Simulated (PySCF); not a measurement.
Identify the unknown among the candidates.

All candidates are C3H9NO2Si.

- 13C NMR: chemical shifts (computed TMS as zero) by class: 175.1 (1 C), 61.5 (1 C), 48.9 (1 C) ppm [GIAO PBE0/pcSseg-1]
- UV, first state: lowest singlet excitation: 5.23 eV (237 nm, f = 0.002) [TDDFT wB97X-D/def2-SVPD]
- Dipole: 2.52 D [wB97X-D/def2-SVPD]
- 1H NMR: chemical shifts (computed TMS as zero) by class: 10.71 (1 H), 8.14 (1 H), 5.01 (2 H), 4.04 (2 H), 2.18 (2 H), 1.61 (1 H) ppm [GIAO PBE0/pcSseg-1]
- Rotational structure: rotational constants A, B, C: 5.317, 0.883, 0.811 GHz [GFN2-xTB]
- UV, strongest line: among the 8 lowest singlet transitions: S7 at 8.25 eV (150 nm, f = 0.178) [TDDFT wB97X-D/def2-SVPD]
- NMR, other nuclei: isotropic shieldings of nuclei other than C and H, by class: -94 (1 N), 292 (1 O), 309 (1 O), 377 (1 Si) ppm [GIAO PBE0/pcSseg-1]

Gas-phase values; electronic properties from PySCF, density fitting. Levels stand in brackets. The structure is a single GFN2-xTB conformer in the gas phase; no vibrational or solvent corrections. NMR values are class means; diastereotopic atoms form classes of their own.

Question: Which candidate is it?
A. `C=CCO[Si@H](N)O`
B. `[H]/N=C\CCO[SiH2]O`
C. `CN[SiH]1OCCO1`

Answer: B. It is `[H]/N=C\CCO[SiH2]O`. Numbering: `[H]/[N:1]=[CH:2]\[CH2:3][CH2:4][O:5][SiH2:6][OH:7]`. Its formula, C3H9NO2Si, gives 1 degree of unsaturation: 0 rings and 1 π bond in the structure found. 3 carbons fall into 3 classes; from least to most shielded: imine carbon [C2] (175.1 ppm), sp3 carbon bound to oxygen [C4] (61.5 ppm), chain CH2 carbon [C3] (48.9 ppm). Hydrogen classes from least to most shielded: 1 H on an imine nitrogen, N1 (10.71 ppm), 1 H on an imine carbon, C2 (8.14 ppm), 2 H on an oxygen-bound silicon, Si6 (5.01 ppm), 2 H on an sp3 carbon bound to oxygen, C4 (4.04 ppm), 2 H on a chain CH2 carbon, C3 (2.18 ppm, a mean of values up to 1.2 ppm apart in this geometry), 1 H on a silanol oxygen, O7 (1.61 ppm). The other shieldings belong to: -94 ppm, imine nitrogen [N1]; 292 ppm, silyl ether oxygen [O5]; 309 ppm, silanol oxygen [O7]; 377 ppm, oxygen-bound silicon [Si6]. The optimised geometry has point group C1 and is an asymmetric top.

The others, at the same levels:
- `C=CCO[Si@H](N)O` fails: its computed 13C shifts are 145.1 (1 C), 118.1 (1 C), 67.2 (1 C) ppm, 1H shifts are 6.05 (1 H), 5.65 (1 H), 5.56 (1 H), 4.74 (1 H), 4.72 (1 H), 4.62 (1 H), 2.12 (1 H), 0.65 (2 H) ppm and rotational constant A is 3.929 GHz (against 5.317 GHz).
- `CN[SiH]1OCCO1` fails: it has 2 carbon classes against 3; its computed 13C shifts are 65.6 (2 C), 28.3 (1 C) ppm, 1H shifts are 4.85 (1 H), 4.26 (2 H), 4.14 (2 H), 2.74 (3 H), 0.74 (1 H) ppm and smallest rotational constant is 1.309 GHz (against 0.811 GHz).
